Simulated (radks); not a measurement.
All-electron atom: Eu+ in [Xe] 4f6 6s1 6p1 (not the ground configuration). Calculated with a radial shooting solver on a logarithmic mesh with Libxc functionals: scalar-relativistic Kohn-Sham, BLYP, spin-unpolarised, spherical densities, finite nucleus; Fermi nuclear charge, rms radius 5.1115 fm.

Normalised radial functions P(r) = r R(r), r in bohr:

r	5s
0.002371	0.0825
0.00377	0.1125
0.005997	0.1432
0.009614	0.1609
0.01529	0.1370
0.02432	0.0371
0.03867	-0.1367
0.062	-0.2567
0.09861	-0.0746
0.1568	0.3211
0.2494	0.1787
0.3999	-0.5011
0.636	-0.1179
1.011	0.9034
1.609	0.8149
2.559	0.2174
4.102	0.0143
6.524	0.0001
10.38	0.0000

5s: eigenvalue -57.778 eV, 4 radial nodes at r = 0.0272, 0.108, 0.282, 0.668 bohr, <r> = 1.35 bohr, 90 % of the charge inside 1.95 bohr.
